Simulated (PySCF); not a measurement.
# Se⁺ (selenium, charge +1) across methods

[Ar] 3d10 4s1 4p4, high-spin 4P determinant (an excited configuration). Calculation: PySCF 2.14, in aug-cc-pVQZ-DK (8s7p5d3f2g, 93 functions); scalar relativity by spin-free X2C-1e.

```
 method  E (hartree)  mean ε 4s α (eV)  mean ε 4p α (eV)  mean ε 4p β (eV)  Σ⟨r²⟩ (bohr²)   ⟨S²⟩
   PBE0    -2428.773           -31.337           -18.620           -15.537          31.83  3.754
  TPSSh    -2428.983           -30.142           -17.873           -14.996          31.80  3.754
 r2SCAN    -2429.042           -29.965           -17.692           -14.723          31.74  3.757
r2SCAN0    -2429.018           -32.125           -19.012           -15.565          31.77  3.757
LC-wPBE    -2428.765           -34.780           -21.486           -18.255          31.71  3.753
wB97M-V    -2428.847           -33.931           -20.780           -17.687          31.97  3.754
    PBE    -2428.723           -28.853           -17.128           -14.653          31.86  3.753
    UHF  -2427.35766           -38.029           -22.424           -16.844          32.30  3.764
    LDA    -2425.448           -28.961           -17.190           -14.773          31.82  3.753
```
